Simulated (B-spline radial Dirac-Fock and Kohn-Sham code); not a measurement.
# 1s emission of Pt²⁺

System: Pt²⁺ in the configuration [Xe] 4f14 5d8.

Model: one-electron (LDA, Dirac) transition rates at Dirac-Fock energies. Program: an atomic code on a B-spline grid.

```tsv
line	multipole	energy (eV)	rate (s⁻¹)	share (%)
K-L1	M1	64502.9	2.45e+13	0.0349
Kα2 (K-L2)	E1	65117.0	2.06e+16	29.2
Kα1 (K-L3)	E1	66826.4	3.52e+16	50.0
Kβ3 (K-M2)	E1	75358.8	3.80e+15	5.41
Kβ1 (K-M3)	E1	75738.9	7.40e+15	10.5
Kβ5'' (K-M4)	E2	–	9.42e+13	0.134
Kβ5' (K-M5)	E2	–	1.17e+14	0.166
Kβ2'' (K-N2)	E1	77775.0	8.88e+14	1.26
Kβ2' (K-N3)	E1	77865.9	1.74e+15	2.48
K-N4	E2	–	2.39e+13	0.0340
K-N5	E2	–	2.95e+13	0.0420
K-O2	E1	78322.9	1.57e+14	0.223
K-O3	E1	78337.8	2.98e+14	0.423
```

The listed lines hold 100.0 % of the radiative rate. A dash stands for an energy that rests on an unreliable hole state. The radiative width is 46.3 eV in the length form and 47.3 eV in the velocity form; the two differ because the transition energies are not eigenvalue differences of the potential that gave the orbitals. Kα2/Kα1 is 0.585 and Kβ/Kα is 0.261.

Values without a named source are computed, but for edge energies of neutral atoms, which are taken from tables.
